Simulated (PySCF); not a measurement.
A GIAO shielding run with PySCF (density fitting, non-relativistic, gas phase) on SMILES C/N=C/C1(N[SiH2]S)CC1, C5H12N2SSi:

```
$ OMP_NUM_THREADS=1 python probes_run.py task.json out

{"job": {"kind": "nmr", "xc": "PBE0", "basis": "pcSseg-1"}, "charge": 0, "multiplicity": 1}
C      3.309859     0.675424     0.305302
N      1.887633     0.587518     0.230863
C      1.315893    -0.511952     0.012246
C     -0.149762    -0.589380    -0.070603
N     -0.782901     0.671257     0.110096
Si    -2.420215     0.957481     0.486502
S     -2.622763     3.093959     0.550081
C     -0.806112    -1.858983     0.419068
C     -0.736312    -1.585373    -1.048049
H      3.575563     1.089416     1.278914
H      3.816325    -0.288992     0.164806
H      3.647993     1.378588    -0.457232
H      1.855820    -1.459054    -0.131116
H     -0.072459     1.373667     0.286166
H     -3.288042     0.445704    -0.574894
H     -2.914178     0.542405     1.798257
H     -1.994106     3.344546    -0.586577
H     -0.175095    -2.633397     0.828827
H     -1.758046    -1.756433     0.913005
H     -1.639020    -1.288328    -1.555604
H     -0.058997    -2.171129    -1.651126
```

Hardware: 1 thread of an Arm Neoverse N1, shared host. The job also computes population analyses, field gradients, ring-centre shieldings.

Problem. How large is the calculation?

Solution. 86 electrons, 227 basis functions and 1213 auxiliary functions.

Problem. How long does it take, and how much memory does it need?

Solution. 96 s of wall time, with 14 SCF cycles and 5 response iterations; peak memory 0.98 GiB. Times on a shared host scatter by some tens of per cent.
